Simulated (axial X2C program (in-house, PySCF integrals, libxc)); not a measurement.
# Levels of GaAu⁻ by electron attachment to GaAu (EOM-EA-CCSD)

Calculated with an axial X2C code built on PySCF integrals: two-component X2C with atomic mean-field Coulomb and Gaunt terms, Gaussian nuclei, basis Au dyall-acv3z, Ga dyall-acv3z with contracted cores.

R = 2.310 Å (0.960 times 2.406 Å, the PBE0 minimum at charge 0 for the lowest determinant).

Levels of GaAu⁻ obtained by attaching an electron to GaAu:

```json
{"Ω": "1/2", "binding energy (eV)": "0.392", "above lowest (cm⁻¹)": "0", "attached spinor": "61% Ga pπ, 31% Au pπ", "one-particle weight": "0.95"}
{"Ω": "3/2", "binding energy (eV)": "0.284", "above lowest (cm⁻¹)": "871", "attached spinor": "63% Ga pπ, 30% Au pπ", "one-particle weight": "0.95"}
{"Ω": "1/2", "binding energy (eV)": "-0.167", "above lowest (cm⁻¹)": "4503", "attached spinor": "55% Au sσ, 15% Ga sσ, 15% Au pσ", "one-particle weight": "0.98"}
{"Ω": "1/2", "binding energy (eV)": "-0.367", "above lowest (cm⁻¹)": "6116", "attached spinor": "86% Au pσ, 12% Ga pσ", "one-particle weight": "1.00"}
{"Ω": "1/2", "binding energy (eV)": "-0.436", "above lowest (cm⁻¹)": "6676", "attached spinor": "92% Au pπ", "one-particle weight": "1.00"}
{"Ω": "3/2", "binding energy (eV)": "-0.442", "above lowest (cm⁻¹)": "6725", "attached spinor": "91% Au pπ", "one-particle weight": "0.99"}
{"Ω": "1/2", "binding energy (eV)": "-0.887", "above lowest (cm⁻¹)": "10312", "attached spinor": "73% Ga pσ, 19% Au pσ", "one-particle weight": "0.99"}
```

(1) Take the first Ω = 1/2 and Ω = 3/2 rows of π character: how far apart are they, and which lies lower?

Negative binding energies belong to unbound states, resonances or levels that the basis set holds; within some tenths of an eV of zero the sign is not settled.

This point took 18 s on 1 thread of Intel(R) Xeon(R) 6975P-C (Granite Rapids) (shared host).

Reference electrons by ω block (each with its −ω partner): 1/2: 32, 3/2: 16, 5/2: 6, 7/2: 1. 14 electrons of GaAu correlated (inner shells frozen), 92 natural virtual spinors (a truncated set); levels can be off by some tenths of an eV. Roots sought by Ω: (1/2: 5, 3/2: 4, 5/2: 2, 7/2: 1); the list ends where they run out and leaves out roots under 60 % one-particle weight. The solver can skip a root, and states that need a further excitation, which the method places far too high, are missing though they may lie low or lowest. T1 of the reference 0.028 (Lee–Taylor). Number of frozen shells: Au 5 s, 4 p, 2 d, 1 f; Ga 3 s, 2 p, 1 d. Large amplitudes in the reference (orbital relaxation or multireference character) lower the reliability.

Results:

(1) E(3/2) − E(1/2) = 871 − 0 = 871 cm⁻¹ at EOM-EA-CCSD: regular, Ω = 1/2 lower. Splittings at this level can be off by ten to twenty per cent.
